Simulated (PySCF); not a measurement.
Species: iodoethane, C₂H₅I.
SMILES: `C(C)I`

The calculation used PBE0-D3(BJ)/def2-SVP geometry optimisation, gas phase, def2 core potentials past Kr (PySCF).

Masses are those of the commonest isotopes; rigid-rotor values at the optimised geometry. 

Task: Give the principal moments of inertia and the rotational constants in MHz.

Result: Ia = 17.09, Ib = 171.63, Ic = 182.31 u·Å²; 505379 MHz·u·Å²/I gives A = 29566, B = 2945, C = 2772 MHz.

Task: Classify the top.

Result: A near-prolate asymmetric top: κ = (2 × 2945 − 29566 − 2772)/(29566 − 2772) = -0.99.

Task: What does the inertial defect say?

Result: Not planar: Δ = Ic − Ia − Ib = -6.41 u·Å². For a rigid frame Δ = −2 Σ m c², so Σ m c² = 3.20 u·Å² lies off the ab plane, practically all of it from hydrogen. The atom farthest from that plane is 0.89 Å away.

Task: Give the other two planar moments, Paa and Pbb, and the rms extents of the mass along the axes.

Result: Paa = Σ m a² = (Ib + Ic − Ia)/2 = 168.42 and Pbb = Σ m b² = (Ia + Ic − Ib)/2 = 13.89 u·Å². With the mass M = 155.94 u, the rms extents √(P/M) along a, b and c are 1.04, 0.30, 0.14 Å.

Task: Give the coordinates in the principal-axis frame, origin at the centre of mass.

Result: The sense of each axis is arbitrary; atoms in the order of the calculation.
| atom | mass (u) | a (Å) | b (Å) | c (Å) |
| --- | --- | --- | --- | --- |
| C1 | 12.000 | -2.566 | 0.438 | 0.000 |
| C2 | 12.000 | -1.560 | -0.686 | 0.000 |
| I3 | 126.904 | 0.484 | 0.027 | 0.000 |
| H4 | 1.008 | -2.464 | 1.074 | 0.891 |
| H5 | 1.008 | -2.462 | 1.076 | -0.890 |
| H6 | 1.008 | -3.584 | 0.014 | -0.002 |
| H7 | 1.008 | -1.632 | -1.320 | -0.893 |
| H8 | 1.008 | -1.633 | -1.320 | 0.893 |

Task: Where do the levels up to J = 5 lie, in MHz?

Result: Above 0(0,0):
J = 1: 1(0,1) 5717, 1(1,1) 32338, 1(1,0) 32511
J = 2: 2(0,2) 17149, 2(1,2) 43599, 2(1,1) 44117, 2(2,1) 123981, 2(2,0) 123982
J = 3: 3(0,3) 34296, 3(1,3) 60489, 3(1,2) 61525, 3(2,2) 141131, 3(2,1) 141135, 3(3,1) 274670, 3(3,0) 274670
J = 4: 4(0,4) 57154, 4(1,4) 83009, 4(1,3) 84735, 4(2,3) 163997, 4(2,2) 164009, 4(3,2) 297538, 4(3,1) 297538, 4(4,1) 484491, 4(4,0) 484491
J = 5: 5(0,5) 85721, 5(1,5) 111158, 5(1,4) 113746, 5(2,4) 192578, 5(2,3) 192608, 5(3,3) 326124, 5(3,2) 326125, 5(4,2) 513076, 5(4,1) 513076, 5(5,1) 753444, 5(5,0) 753444
Those of J = 1 are B + C, A + C and A + B.

Task: Which types of transition are allowed, and where do some lines up to J = 2 fall?

Result: The dipole components are |μa| = 1.90 D, |μb| = 0.46 D, |μc| = 0.00 D; the mirror of this Cs structure is the ab plane, so μc vanishes by symmetry and there are no c-type lines. Intensities carry the squares of the components, which stand as 1.00 : 0.06 (a : b). Some lines, for components of 0.1 D or more:

```json
{"type": "a", "branch": "Q", "J(Ka,Kc)": "2(1,1) ← 2(1,2)", "MHz": "518", "lower level (cm⁻¹)": "1.454"}
{"type": "a", "branch": "R", "J(Ka,Kc)": "1(0,1) ← 0(0,0)", "MHz": "5717", "lower level (cm⁻¹)": "0.000"}
{"type": "a", "branch": "R", "J(Ka,Kc)": "2(1,2) ← 1(1,1)", "MHz": "11261", "lower level (cm⁻¹)": "1.079"}
{"type": "a", "branch": "R", "J(Ka,Kc)": "2(0,2) ← 1(0,1)", "MHz": "11432", "lower level (cm⁻¹)": "0.191"}
{"type": "a", "branch": "R", "J(Ka,Kc)": "2(1,1) ← 1(1,0)", "MHz": "11606", "lower level (cm⁻¹)": "1.084"}
{"type": "b", "branch": "Q", "J(Ka,Kc)": "1(1,0) ← 1(0,1)", "MHz": "26794", "lower level (cm⁻¹)": "0.191"}
{"type": "b", "branch": "Q", "J(Ka,Kc)": "2(1,1) ← 2(0,2)", "MHz": "26967", "lower level (cm⁻¹)": "0.572"}
{"type": "b", "branch": "R", "J(Ka,Kc)": "1(1,1) ← 0(0,0)", "MHz": "32338", "lower level (cm⁻¹)": "0.000"}
{"type": "b", "branch": "R", "J(Ka,Kc)": "2(1,2) ← 1(0,1)", "MHz": "37882", "lower level (cm⁻¹)": "0.191"}
{"type": "b", "branch": "Q", "J(Ka,Kc)": "2(2,0) ← 2(1,1)", "MHz": "79865", "lower level (cm⁻¹)": "1.472"}
{"type": "b", "branch": "Q", "J(Ka,Kc)": "2(2,1) ← 2(1,2)", "MHz": "80382", "lower level (cm⁻¹)": "1.454"}
{"type": "b", "branch": "R", "J(Ka,Kc)": "2(2,1) ← 1(1,0)", "MHz": "91470", "lower level (cm⁻¹)": "1.084"}
{"type": "b", "branch": "R", "J(Ka,Kc)": "2(2,0) ← 1(1,1)", "MHz": "91644", "lower level (cm⁻¹)": "1.079"}
```

Task: Estimate the classical rotational partition function at 10 K, 100 K and 200 K.

Result: Point group Cs, symmetry number σ = 1; q = (√π/σ)·√((kT/h)³/(ABC)), k/h = 20836.6 MHz/K: 343 at 10 K, 10900 at 100 K, 30700 at 200 K.

No frequency check. Zero-point vibration and centrifugal distortion are left out. A rigid rotor knows nothing of internal rotation, which can split or shift real lines. Quadrupole hyperfine structure (127I) is left out.
